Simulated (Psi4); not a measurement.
BI3 (SMILES IB(I)I), singlet, geometry from GFN2-xTB (all electrons, no relativity); Psi4 with B3LYP/3-21G.

Here is a job for Psi4.
```
memory 2 GB

molecule mol {
0 1
  B    -0.000000   -0.000000   -0.000000
  I     1.991499   -0.348370   -0.596705
  I    -0.739465   -0.878003    1.767991
  I    -1.252034    1.226373   -1.171285
}

set basis 3-21g
set reference rks
set scf_type pk

energy('b3lyp')
print_variables()
```

Output, abridged:

```
   => Loading Basis Set <=

    Name: 3-21G
    Role: ORBITAL
    Keyword: BASIS

         ---------------------------------------------------------
                                   SCF
               by Justin Turney, Rob Parrish, Andy Simmonett
                          and Daniel G. A. Smith
                              RKS Reference
         ---------------------------------------------------------

  ==> Geometry <==

    Molecular point group: c1
    Full point group: C1

    Geometry (in Angstrom), charge = 0, multiplicity = 1:

       Center              X                  Y                   Z               Mass
    ------------   -----------------  -----------------  -----------------  -----------------
         B            0.000000000000     0.000000000000    -0.000000323965    11.009305360000
         I            1.991499000000    -0.348370000000    -0.596705323965   126.904471900000
         I           -0.739465000000    -0.878003000000     1.767990676035   126.904471900000
         I           -1.252034000000     1.226373000000    -1.171285323965   126.904471900000

  Running in c1 symmetry.

  Rotational constants: A =      0.01993  B =      0.01993  C =      0.00996 [cm^-1]
  Rotational constants: A =    597.48236  B =    597.48203  C =    298.74110 [MHz]
  Nuclear repulsion = 1420.956932186851645

  Charge       = 0
  Multiplicity = 1
  Electrons    = 164
  Nalpha       = 82
  Nbeta        = 82

  ==> Algorithm <==

  SCF Algorithm Type is PK.
  DIIS enabled.
  MOM disabled.
  Fractional occupation disabled.
  Guess Type is SAD.
  Energy threshold   = 1.00e-06
  Density threshold  = 1.00e-06
  Integral threshold = 1.00e-12

  ==> Primary Basis <==

  Basis Set: 3-21G
    Blend: 3-21G
    Number of shells: 44
    Number of basis functions: 108
    Number of Cartesian functions: 108
    Spherical Harmonics?: false
    Max angular momentum: 2

  ==> DFT Potential <==

   => LibXC <=

    Version 7.1.2
    S. Lehtola, C. Steigemann, M. J. T. Oliveira, and M. A. L. Marques,  SoftwareX 7, 1–5 (2018) (10.1016/j.softx.2017.11.002)

   => Composite Functional: B3LYP <=

    B3LYP Hyb-GGA Exchange-Correlation Functional

    P. J. Stephens, F. J. Devlin, C. F. Chabalowski, and M. J. Frisch,  J. Phys. Chem. 98, 11623 (1994) (10.1021/j100096a001)

    Deriv               =              1
    GGA                 =           TRUE
    Meta                =          FALSE

    Exchange Hybrid     =           TRUE
    MP2 Hybrid          =          FALSE

   => Exchange Functionals <=

    0.0800   Slater exchange
    0.7200         Becke 88

   => Exact (HF) Exchange <=

    0.2000               HF

   => Correlation Functionals <=

    0.1900   Vosko, Wilk & Nusair (VWN5_RPA)
    0.8100   Lee, Yang & Parr

   => LibXC Density Thresholds  <==

    XC_HYB_GGA_XC_B3LYP:  1.00E-15

   => Molecular Quadrature <=

    Radial Scheme          =       TREUTLER
    Pruning Scheme         =           NONE
    Nuclear Scheme         =       TREUTLER

    Blocking Scheme        =         OCTREE
    BS radius alpha        =              1
    Pruning alpha          =              1
    Radial Points          =             75
    Spherical Points       =            302
    Total Points           =          79385
    Total Blocks           =            677
    Max Points             =            255
    Max Functions          =             78
    Weights Tolerance      =       1.00E-15

  ==> Integral Setup <==

  Using in-core PK algorithm.
   Calculation information:
      Number of atoms:                   4
      Number of AO shells:              44
      Number of primitives:            108
      Number of atomic orbitals:       108
      Number of basis functions:       108

      Integral cutoff                 1.00e-12
      Number of threads:                 1

  Performing in-core PK
  Using 34650882 doubles for integral storage.
  We computed 267510 shell quartets total.
  Whereas there are 490545 unique shell quartets.

  ==> DiskJK: Disk-Based J/K Matrices <==

    J tasked:                  Yes
    K tasked:                  Yes
    wK tasked:                  No
    Schwarz Cutoff:          1E-12

  Minimum eigenvalue in the overlap matrix is 1.3012424045E-03.
  Reciprocal condition number of the overlap matrix is 3.0372395252E-04.
    Using symmetric orthogonalization.

  ==> Pre-Iterations <==

  SCF Guess: Superposition of Atomic Densities via on-the-fly atomic UHF (no occupation information).

   -------------------------
    Irrep   Nso     Nmo
   -------------------------
     A        108     108
   -------------------------
    Total     108     108
   -------------------------

  ==> Iterations <==

                        Total Energy        Delta E     RMS |[F,P]|

   @RKS iter SAD: -20690.43353813911745   -2.06904e+04   0.00000e+00
   @RKS iter   1: -20696.35482980434608   -5.92129e+00   5.10157e-03 ADIIS/DIIS
   @RKS iter   2: -20696.41060175015082   -5.57719e-02   2.43061e-03 ADIIS/DIIS
   @RKS iter   3: -20696.43208874973061   -2.14870e-02   1.57757e-03 ADIIS/DIIS
   @RKS iter   4: -20696.45319554530943   -2.11068e-02   4.13651e-04 ADIIS/DIIS
   @RKS iter   5: -20696.45474226905208   -1.54672e-03   7.19476e-06 DIIS
   @RKS iter   6: -20696.45474278029360   -5.11242e-07   7.44675e-07 DIIS
  Energy and wave function converged.

  ==> Post-Iterations <==

   Electrons on quadrature grid:
      Ntotal   =  164.0000010712 ; deviation = 1.071e-06

    Orbital Energies [Eh]
    ---------------------

    Doubly Occupied:

       1A   -1159.209853     2A   -1159.209849     3A   -1159.209583
       4A   -175.581577     5A   -175.581573     6A   -175.581480
       7A   -164.343920     8A   -164.343917     9A   -164.343846
      10A   -164.342531    11A   -164.342528    12A   -164.342458
      13A   -164.342214    14A   -164.342106    15A   -164.342102
      16A    -35.746591    17A    -35.746587    18A    -35.746583
      19A    -30.908742    20A    -30.908736    21A    -30.908724
      22A    -30.905168    23A    -30.905166    24A    -30.905149
      25A    -30.903970    26A    -30.903945    27A    -30.903942
      28A    -22.834400    29A    -22.834353    30A    -22.834348
      31A    -22.833380    32A    -22.833094    33A    -22.833092
      34A    -22.832552    35A    -22.832550    36A    -22.832229
      37A    -22.829805    38A    -22.829801    39A    -22.829800
      40A    -22.829762    41A    -22.829745    42A    -22.829743
      43A     -6.831850    44A     -6.379779    45A     -6.379777
      46A     -6.379775    47A     -4.686591    48A     -4.686588
      49A     -4.686586    50A     -4.676239    51A     -4.676234
      52A     -4.676232    53A     -4.673104    54A     -4.673100
      55A     -4.673099    56A     -2.065880    57A     -2.065791
      58A     -2.065786    59A     -2.062628    60A     -2.062323
      61A     -2.062320    62A     -2.060042    63A     -2.060041
      64A     -2.059755    65A     -2.050959    66A     -2.050949
      67A     -2.050945    68A     -2.050807    69A     -2.050797
      70A     -2.050795    71A     -0.730912    72A     -0.672199
      73A     -0.672198    74A     -0.465573    75A     -0.380434
      76A     -0.380433    77A     -0.339279    78A     -0.280655
      79A     -0.280654    80A     -0.277290    81A     -0.277289
      82A     -0.253655

    Virtual:

      83A     -0.089324    84A     -0.030425    85A      0.033571
      86A      0.033572    87A      0.281056    88A      0.338633
      89A      0.338634    90A      0.364982    91A      0.387269
      92A      0.387593    93A      0.387593    94A      0.418094
      95A      0.418097    96A      0.456677    97A      0.465554
      98A      0.484460    99A      0.484470   100A      0.534018
     101A      0.534026   102A      0.884686   103A      4.022934
     104A      4.205244   105A      4.205263   106A    225.746189
     107A    225.834128   108A    225.834131

    Final Occupation by Irrep:
              A
    DOCC [    82 ]
    NA   [    82 ]
    NB   [    82 ]

  @RKS Final Energy: -20696.45474278029360

   => Energetics <=

    Nuclear Repulsion Energy =           1420.9569321868516454
    One-Electron Energy =              -31305.9766742518040701
    Two-Electron Energy =                9616.6659105099370208
    DFT Exchange-Correlation Energy =    -428.1009112252765476
    Empirical Dispersion Energy =           0.0000000000000000
    VV10 Nonlocal Energy =                  0.0000000000000000
    Total Energy =                     -20696.4547427802935999

Computation Completed

Properties will be evaluated at   0.000000,   0.000000,   0.000000 [a0]

Properties computed using the SCF density matrix

 Multipole Moments:

 ------------------------------------------------------------------------------------
     Multipole            Electronic (a.u.)      Nuclear  (a.u.)        Total (a.u.)
 ------------------------------------------------------------------------------------

 L = 1.  Multiply by 2.5417464519 to convert [e a0] to [Debye]
 Dipole X            :         -0.0000291           -0.0000000           -0.0000291
 Dipole Y            :          0.0000038           -0.0000000            0.0000038
 Dipole Z            :          0.0000111           -0.0000002            0.0000108
 Magnitude           :                                                    0.0000313

 ------------------------------------------------------------------------------------

  Variable Map:
  ----------------------------------------------------------------------------
  "CURRENT ENERGY"              =>  -20696.454742780294
  "CURRENT REFERENCE ENERGY"    =>  -20696.454742780294
  "DD SOLVATION ENERGY"         =>       0.000000000000
  "DFT FUNCTIONAL TOTAL ENERGY" =>  -20696.454742780294
  "DFT TOTAL ENERGY"            =>  -20696.454742780294
  "DFT VV10 ENERGY"             =>       0.000000000000
  "DFT XC ENERGY"               =>    -428.100911225277
  "GRID ELECTRONS ALPHA"        =>      82.000000535587
  "GRID ELECTRONS BETA"         =>      82.000000535587
  "GRID ELECTRONS TOTAL"        =>     164.000001071174
  "NUCLEAR REPULSION ENERGY"    =>    1420.956932186852
  "ONE-ELECTRON ENERGY"         =>  -31305.976674251804
  "PCM POLARIZATION ENERGY"     =>       0.000000000000
  "PE ENERGY"                   =>       0.000000000000
  "SCF ITERATION ENERGY"        =>  -20696.454742780294
  "SCF ITERATIONS"              =>       6.000000000000
  "SCF TOTAL ENERGY"            =>  -20696.454742780294
  "TWO-ELECTRON ENERGY"         =>    9616.665910509937
  "XC GRID RADIAL POINTS"       =>      75.000000000000
  "XC GRID SPHERICAL POINTS"    =>     302.000000000000
  "XC GRID TOTAL POINTS"        =>   79385.000000000000

  Array Variable Map:
  ----------------------------------------------------------------------------
  "CURRENT DIPOLE"              =>      -0.000029106813 ... 0.000010828844 1 by 3
  "SCF DIPOLE"                  =>      -0.000029106813 ... 0.000010828844 1 by 3
  "SCF TOTAL ENERGIES"          =>  -20690.433538139117 ... -20696.454742780294 1 by 7
```
